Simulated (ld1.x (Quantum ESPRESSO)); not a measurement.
## platinum (Pt): one change to a TM potential, before and after

ld1.x (Quantum ESPRESSO) 7.5 input, shortened:

```
&input
   title='Pt', zed=78., rel=1, dft='PBE', iswitch=3,
   config='[Xe] 4f14 5d8 6s2 6p0'
 /
 &inputp
   pseudotype=2, tm=.true., lloc=-2, rcloc=2.30,
   nlcc=.true., rcore=2.05
 /
3
6S  1  0   2.00   0.00  2.40  2.40  0.0
6P  2  1   0.00   0.00  2.30  2.30  0.0
5D  3  2   8.00   0.00  1.95  1.95  0.0
 &test
   configts(1)='5d8 6s2 6p0'
 /
```

Change: all radii but the core radius scaled by about 1.31 (s 3.14, p 3.00, d 2.54 bohr); local potential all-electron potential smoothed inside 3.00 bohr (lloc = -2).

Cutoffs: the cutoffs (Ry, on a coarse ladder) from which the occupation-weighted sum of valence levels, in a spherical-Bessel basis at the reference potential, stays within 10 and 1 mRy of its value at 400 Ry; they do not see the model core or the augmentation charge, which bear on the density cutoff. Errors are all-electron minus pseudo energies relative to the spin-unpolarised reference configuration.

Task: What does the change do?

Result: The potential gets softer (40 Ry and 50 Ry → 35 Ry and 45 Ry); of the 7 tests that both files solve, the error grows in 3 and shrinks in 4 by more than 15 % and 0.3 meV (median size 77.7 → 11.9 meV); neither file shows a bound ghost. A larger radius leaves more room for a smooth pseudo-wave, so fewer plane waves are needed.

```csv
quantity,base,changed
"cutoff, loose",40 Ry,35 Ry
"cutoff, tight",50 Ry,45 Ry
loose cutoff by channel (10 mRy a level),"s 8 Ry, d 35 Ry","s 6 Ry, d 30 Ry"
bound ghosts,none,none
"error for 5d9 6s1 6p0, meV [ΔE -1.00 eV]",-55,-11
"error for 5d9 6s0 6p0, meV [ΔE 8.19 eV]",-105,+9.6
"error for 5d8 6s0 6p0, meV [ΔE 28.15 eV]",-45,-72
"error for 5d9 6s0.5 6p0, meV [ΔE 2.69 eV]",-78,-0.7
"error for 5d6 6s0 6p0, meV [ΔE 106.02 eV]",-386,-969
"error for 5d10 6s0 6p0, meV [ΔE -1.02 eV]",-190,-55
"error for 5d8 6s1 6p0, meV [ΔE 10.16 eV]",-10,-12
```
